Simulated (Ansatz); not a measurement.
`CN(C)[Si](O)(N(C)C)N(C)C` → 6 C• + 19 H• + 3 N• + O• + Si•  (atomization)

Calculated with Ansatz (gas phase, PBE0-D4/def2-TZVP geometries, no zero-point term in ΔE). CCSD(T)/CBS adds triple-zeta CCSD(T) − MP2 to the extrapolated MP2 energy (def2 sets, frozen cores). This one scheme is used for every species, atoms too. Functionals use def2-TZVPP. HSE06 is defined as in plane-wave codes. Open shells (•) are unrestricted, without spin–orbit coupling. Spin–orbit coupling would lower the free atoms: a little for C, O, Si. One conformer a species, not always the lowest.

```csv
level,ΔE (eV),difference from CCSD(T)/CBS
LDA (SPW92),137.97,17.32
PBE-D4,123.00,2.35
revPBE-D4,120.28,-0.37
BLYP-D4,120.72,0.07
r2SCAN-D4,120.53,-0.12
B97M-V,120.64,-0.01
PBE0-D4,121.09,0.44
r2SCANh-D4,119.93,-0.72
r2SCAN0-D4,119.08,-1.57
HSE06-D4,121.16,0.51
BHLYP-D4,117.78,-2.87
CAM-B3LYP-D4,121.61,0.96
ωB97X-V,121.10,0.45
ωB97M-V,121.17,0.52
B2PLYP,119.35,-1.30
PBE-QIDH,119.88,-0.77
PBE,122.09,1.44
BLYP,118.81,-1.84
r2SCAN,120.27,-0.38
PBE0,120.31,-0.34
r2SCANh,119.66,-0.99
r2SCAN0,118.78,-1.87
HSE06,120.43,-0.22
BHLYP,116.74,-3.91
CAM-B3LYP,120.81,0.16
LC-ωPBE,120.29,-0.36
HF/def2-SVP,87.91,-32.74
CCSD/def2-SVP,113.08,-7.57
CCSD(T)/def2-SVP,114.19,-6.46
HF/def2-TZVPP,87.04,-33.61
MP2/def2-TZVPP,119.03,-1.62
SCS-MP2/def2-TZVPP,118.91,-1.74
CCSD/def2-TZVPP,115.89,-4.76
CCSD(T)/def2-TZVPP,117.56,-3.09
HF/def2-QZVPP,87.21,-33.44
MP2/def2-QZVPP,120.86,0.21
SCS-MP2/def2-QZVPP,121.00,0.35
HF/CBS(def2),87.24,-33.41
MP2/CBS(def2),122.11,1.46
CCSD/CBS(def2),118.98,-1.67
CCSD(T)/CBS,120.65,0
```

Largest T1 diagnostic among the species: 0.012.

Leaving LDA and LC-ωPBE aside and taking each functional with its dispersion term where it has one, the values spread over 5.22 eV, from BHLYP-D4 to PBE-D4. LDA lies +15.88 eV from PBE without D4, its usual overbinding. From BLYP to BHLYP (50 % exact exchange), in def2-TZVPP and without D4, ΔE moves by −2.08 eV: exact exchange takes away binding that semilocal exchange gives to molecules.

For atomizations the MP2-based limit and the directly extrapolated one differ by several kJ/mol either way, and by 10 to 25 for some Ge, Se and Sn compounds, so smaller differences from it don't rank the levels.
